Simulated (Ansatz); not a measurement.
All numbers were calculated with Ansatz.

A structure relaxed at PBE0-D4/def2-TZVP, charge 0, multiplicity 1:

```tsv
atom	x (Å)	y (Å)	z (Å)
Si1	0.331	0.510	-1.553
N2	0.087	-0.096	0.054
Si3	-1.253	0.495	0.983
Ga4	1.244	-1.357	0.769
H5	1.504	-0.168	-2.162
H6	-0.869	0.261	-2.401
H7	0.571	1.980	-1.540
H8	-1.239	-0.141	2.325
H9	-1.176	1.974	1.145
H10	-2.546	0.187	0.312
H11	2.414	-1.817	-0.154
H12	0.931	-1.829	2.222
```

Task: Give its formula and SMILES.

Result: GaH8NSi2, `[SiH3][N]([SiH3])[GaH2]`.

Task: Point group (tolerance 0.08 Å, 0.16 Å for H)?

Result: C2v.

Task: Summarise the bond lengths by kind.

Result: 2 × N–Si 1.735 Å; 6 × H–Si 1.485 to 1.490 Å; 1 × Ga–N 1.854 Å; 2 × Ga–H 1.559 Å.
